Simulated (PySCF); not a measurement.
SrF, SMILES [F][Sr], multiplicity 2. Geometry: PBE-D3(BJ)/def2-TZVPD. The spin state was assumed, not searched. The def2 effective core potentials stand for the cores of Sr; spin–orbit coupling is left out.

Computed equilibrium geometry at PBE-D3(BJ)/def2-TZVPD (PySCF confirms it by a frequency run) as bond lengths and angles, and its point group:
point group C∞v.
Atoms: Sr1 F2. Bond lengths (Å): Sr1–F2 2.093.
Charge 0, spin multiplicity 2.
